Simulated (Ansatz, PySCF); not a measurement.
NbOCl₃, SMILES [Cl][Nb](=[O])([Cl])[Cl], multiplicity 1. Atoms are numbered in the order given.

```xyz
5

Nb     0.0000     0.0000    -0.2057
O      0.0000     0.0000    -1.8782
Cl     1.8832    -1.0872     0.4838
Cl     0.0000     2.1745     0.4838
Cl    -1.8832    -1.0872     0.4838
```

Coordinates come from a PBE0-D3(BJ)/def2-SVP optimisation. The spin state was assumed, not searched. The isomer is the one that the SMILES or the coordinates give; other isomers of the formula were not compared. The def2 effective core potentials stand for the cores of Nb; spin–orbit coupling is left out.

Two levels are set side by side: PBE-D3(BJ)/def2-SVP (Ansatz, an electronic-structure program) and PBE0-D3(BJ)/def2-SVP (Ansatz). Each level has its own optimised geometry; the coordinates shown are those of the second. Frequencies come from the Hessian of PySCF at each geometry. Differences are taken from unrounded values.

```csv
quantity,PBE0-D3(BJ)
mean bond length (Å),2.129
bond Nb1–O2 (Å),1.673
bond Nb1–Cl3 (Å),2.281
bond Nb1–Cl4 (Å),2.281
bond Nb1–Cl5 (Å),2.281
highest harmonic wavenumber (cm⁻¹),1073
mean harmonic wavenumber (cm⁻¹),350
zero-point energy (kcal/mol),4.50
```

Problem. What does PBE-D3(BJ) give, and how far is it from PBE0-D3(BJ)? (Estimate from the structure and the level; the computed values follow.)

Solution. 
| quantity | PBE-D3(BJ) | PBE-D3(BJ) minus PBE0-D3(BJ) |
|---|---|---|
| mean bond length (Å) | 2.146 | 0.017 |
| bond Nb1–O2 (Å) | 1.699 | 0.026 |
| bond Nb1–Cl3 (Å) | 2.295 | 0.013 |
| bond Nb1–Cl4 (Å) | 2.295 | 0.013 |
| bond Nb1–Cl5 (Å) | 2.295 | 0.013 |
| highest harmonic wavenumber (cm⁻¹) | 1008 | -64 |
| mean harmonic wavenumber (cm⁻¹) | 335 | -15 |
| zero-point energy (kcal/mol) | 4.31 | -0.19 |

Exact exchange shortens and stiffens bonds; PBE has none. Differences between two approximate levels are no errors against the true value.
